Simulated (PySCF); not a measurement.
Species: C8H8Te.
Numbering: `[CH2:1]=[CH:2][Te:3][c:4]1[cH:5][cH:6][cH:7][cH:8][cH:9]1` (hydrogens: H10, H11 on C1; H12 on C2; H13 on C5; H14 on C6; H15 on C7; H16 on C8; H17 on C9)

A GFN2-xTB structure was refined with PBE0-D3(BJ)/def2-SVP geometry optimisation, gas phase, def2 core potentials past Kr in PySCF 2.14.0. Its GFN2-xTB values:

```
  coordinate  GFN2-xTB
       C1=C2   1.299 Å
      C1–H10   1.063 Å
      C1–H11   1.111 Å
      C2–Te3   2.121 Å
      C2–H12   1.090 Å
      Te3–C4   2.095 Å
       C4–C5   1.374 Å
       C5–C6   1.388 Å
      C5–H13   1.067 Å
       C6–C7   1.375 Å
      C6–H14   1.076 Å
      C7–H15   1.086 Å
   C1–C2–Te3    127.7°
   C2–Te3–C4     95.2°
   Te3–C4–C5    122.7°
    C4–C5–C6    122.1°
    C5–C4–C9    117.7°
    C5–C6–C7    119.2°
    C6–C7–C8    120.1°
C1–C2–Te3–C4      -10°
C2–Te3–C4–C5      -57°
```

How do these coordinates change at the PBE0-D3(BJ)/def2-SVP level?

| coordinate | PBE0-D3(BJ)/def2-SVP (Å or °) | change |
| --- | --- | --- |
| C1=C2 | 1.333 | +0.034 |
| C1–H10 | 1.095 | +0.032 |
| Te3–C4 | 2.125 | +0.030 |
| C5–H13 | 1.092 | +0.025 |
| C4–C5 | 1.399 | +0.025 |
| C6–C7 | 1.394 | +0.019 |
| C1–H11 | 1.094 | -0.017 |
| C6–H14 | 1.093 | +0.017 |
| C2–Te3 | 2.110 | -0.011 |
| C5–C6 | 1.395 | +0.007 |
| C7–H15 | 1.093 | +0.007 |
| C2–H12 | 1.096 | +0.006 |
| Te3–C4–C5 | 120.2 | -2.5 |
| C4–C5–C6 | 120.0 | -2.1 |
| C5–C4–C9 | 119.8 | +2.1 |
| C1–C2–Te3 | 126.6 | -1.1 |
| C5–C6–C7 | 120.2 | +1.0 |
| C2–Te3–C4 | 94.9 | -0.3 |
| C6–C7–C8 | 119.9 | -0.2 |
| C2–Te3–C4–C5 | -89 | -32 |
| C1–C2–Te3–C4 | 0 | +10 |

The energy falls by 18.4 kJ/mol over 12 energy and gradient evaluations, the largest force component goes from 0.0406 to 3.9e-04 Eh/bohr, and the atoms move by 0.442 Å rms after alignment. The bond that changes most is C1=C2 (terminal =CH2 carbon to alkene CH carbon), which lengthens by 0.034 Å. Bonds longer at the end by more than 0.005 Å: 14 of 17; shorter: 3. Among the dihedrals that turn most is C2–Te3–C4–C9, from 127° to 90°. Rotational constants go from 2021, 647.4, 544.3 to 2005, 614.9, 563.9 MHz.

The run used 178 basis functions and 94 SCF cycles in all. Time: 3.3 min; peak memory 0.78 GiB. Hardware: one thread of an Arm Neoverse V2, no GPU, on a shared host.

Stationary, but not proved a minimum. The numbers are those of one conformer.
